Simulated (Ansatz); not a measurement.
Reactions of C₂H₇BClN (`CB(N)CCl`).

Calculated with Ansatz (gas phase, PBE0-D4/def2-TZVP geometries, no zero-point term in ΔE). CCSD(T)/CBS adds triple-zeta CCSD(T) − MP2 to the extrapolated MP2 energy (def2 sets, frozen cores). This one scheme is used for every species. One conformer a species, not always the lowest.

```
                                                       reaction  HF/CBS(def2) (kJ/mol)  CCSD(T)/CBS(def2) (kJ/mol)
                            `CB(N)CCl` + H₂S → `CB(N)S` + `CCl`                    -64                         -60
`CB(N)CCl` + `O[SiH2][SiH2]Cl` → `CB(N)[SiH2]O` + `ClC[SiH2]Cl`                     26                          23
                              `CB(N)CCl` + H–F → `FCCl` + `CBN`                     60                          91
                `CB(N)CCl` + `[SiH3]Cl` → `ClC[SiH2]Cl` + `CBN`                      5                           3
                `CB(N)CCl` + `O[SiH3]` → `CB(N)O[SiH3]` + `CCl`                   -137                        -117
```

Largest T1 diagnostic: 0.012, for `CB(N)[SiH2]O`.
